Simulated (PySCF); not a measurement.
**Low-lying terms of Nb⁵⁺ (niobium, charge +5)**

Ground state [Kr], ¹S. Calculation: PySCF 2.14, in aug-cc-pVTZ-PP with ECP28MDF; scalar relativity through the core potential. Vertical excitation energies in eV without spin-orbit coupling; excited terms of each kind are numbered among those the solver found. Frozen: nothing.

```
 term  leading excitation  EOM-EE-CCSD
1 3P°              4p → d       34.361
1 3F°              4p → d       35.687
1 1D°              4p → d       37.627
1 3D°              4p → d       37.839
1 1F°              4p → d       38.139
1 1P°              4p → d       47.341
 1 3S              4p → p       56.368
 1 3D              4p → p       57.597
 1 1D              4p → p       58.006
 1 1P              4p → p       58.298
 1 3P              4p → p       58.384
 1 1S              4p → p       60.032
 1 3G              4p → f       67.943
 1 1G              4p → f       68.333
```

The spin-orbit splitting of the hole, absent here, rivals or exceeds the spacing of these terms, so the LS terms are model states.

The solver can miss terms.
